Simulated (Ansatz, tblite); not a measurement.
Spin states of Pt₂H₄ (the lowest singlet isomer of a short search), each relaxed with B3LYP-D4/def2-TZVP in Ansatz. Electronic energies in the gas phase.

In the def2 sets Pt takes a core potential; there is no spin–orbit coupling. The xTB rows come from tblite. Correlated methods freeze no core orbitals; core or outer-core shells of Pt are correlated, in sets that lack core-valence functions. The structure comes from a short search, and lower isomers may exist.

Singlet geometry (Ci within 0.1 Å):

```xyz
6

Pt    1.191    0.036   -0.504
Pt   -1.190   -0.039    0.501
H     0.853    0.462   -1.921
H    -2.310   -1.077    0.728
H     2.310    1.077   -0.724
H    -0.853   -0.459    1.920
```

Triplet geometry:

```xyz
6

Pt   -0.806   -0.444    1.327
Pt    0.570    0.285   -0.685
H     0.856   -0.110    1.236
H     1.120   -0.963   -1.363
H    -1.908    0.647    1.654
H     0.169    0.584   -2.168
```

Quintet geometry (C2 within 0.1 Å):

Cartesian coordinates in Å:
```
Pt -0.906 0.805 0.339
Pt 0.879 -0.853 -0.287
H -1.045 0.291 1.878
H 0.016 -2.157 0.170
H -0.258 2.099 -0.399
H 1.316 -0.185 -1.702
```

⟨S²⟩: triplet 2.01 at PBE0-D4/def2-TZVP (pure 2.00), quintet 6.02 at PBE0-D4/def2-TZVP (pure 6.00).

Only these spin states were relaxed. The triplet has other bonds than the singlet, so the gap mixes isomer and spin.

Question: Estimate which spin state lies lowest at each of these levels, and by how much: GFN1-xTB; GFN2-xTB; HF/def2-TZVP; PBE-D4/def2-TZVP; revPBE-D4/def2-TZVP; BLYP-D4/def2-TZVP; r2SCAN-D4/def2-TZVP; PBE0-D4/def2-TZVP; BHLYP-D4/def2-TZVP; ωB97M-V/def2-TZVP; RPA@PBE/def2-TZVP.

Answer: 
```csv
level,triplet − singlet (kJ/mol),quintet − singlet (kJ/mol),lowest of these
GFN1-xTB,67.3,184.0,singlet
GFN2-xTB,40.4,184.4,singlet
HF/def2-TZVP,33.7,244.0,singlet
PBE-D4/def2-TZVP,106.2,325.4,singlet
revPBE-D4/def2-TZVP,105.6,322.4,singlet
BLYP-D4/def2-TZVP,109.0,317.2,singlet
r2SCAN-D4/def2-TZVP,96.6,311.4,singlet
PBE0-D4/def2-TZVP,96.7,334.9,singlet
BHLYP-D4/def2-TZVP,88.2,335.9,singlet
ωB97M-V/def2-TZVP,95.4,354.4,singlet
RPA@PBE/def2-TZVP,103.4,311.1,singlet
```

Change of the quintet − singlet gap on mixing in exact exchange, in kJ/mol: PBE to PBE0 (25 % exact exchange) 9.5; BLYP to BHLYP (50 % exact exchange) 18.6. The xTB methods have no spin-polarisation term.
